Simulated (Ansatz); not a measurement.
Frontier orbitals of F6GeSi, SMILES `F[Si](F)(F)[Ge]([F])([F])[F]`.

```xyz
8

F     0.817   -1.376    1.654
Si   -0.138   -1.155    0.431
F    -1.624   -1.370    0.884
F     0.216   -2.182   -0.699
Ge    0.128    1.062   -0.396
F     1.728    1.385   -0.908
F    -0.879    1.386   -1.742
F    -0.247    2.250    0.777
```

The species carries charge 0 and has multiplicity 1. Correlated methods include outer-core shells of Ge, which these sets cover unevenly. Scalar relativity is left out up to krypton. The structure was optimised at the PBE0-D4/def2-TZVP level. It is one conformer, not always the lowest. Basis def2-TZVPP, Ansatz.

| functional | HOMO (eV) | LUMO (eV) |
| --- | --- | --- |
| BHLYP | -12.15 | -0.37 |

Q: Give HOMO and LUMO (eV) with LDA (SPW92), PBE, revPBE, BLYP, r2SCAN, B97M-V, PBE0, B3LYP, r2SCANh, r2SCAN0, HSE06 (plane-wave form), CAM-B3LYP, LC-ωPBE, ωB97X-V, ωB97M-V. (An estimate is asked.)

A: Ansatz gave: 
```csv
functional,HOMO,LUMO
LDA (SPW92),-9.28,-2.40
PBE,-9.02,-2.03
revPBE,-8.92,-1.87
BLYP,-8.94,-1.96
r2SCAN,-9.43,-1.82
B97M-V,-9.51,-1.88
PBE0,-10.62,-1.23
B3LYP,-10.40,-1.44
r2SCANh,-10.02,-1.54
r2SCAN0,-10.90,-1.11
HSE06 (plane-wave form),-10.21,-1.61
CAM-B3LYP,-12.05,-0.19
LC-ωPBE,-13.25,1.06
ωB97X-V,-12.94,0.92
ωB97M-V,-12.77,0.67
```

B3LYP here is the variant with VWN-RPA as its local correlation; programs differ in this. LC-ωPBE has ω = 0.4 bohr⁻¹. Positive LUMOs are unbound and depend on the basis.
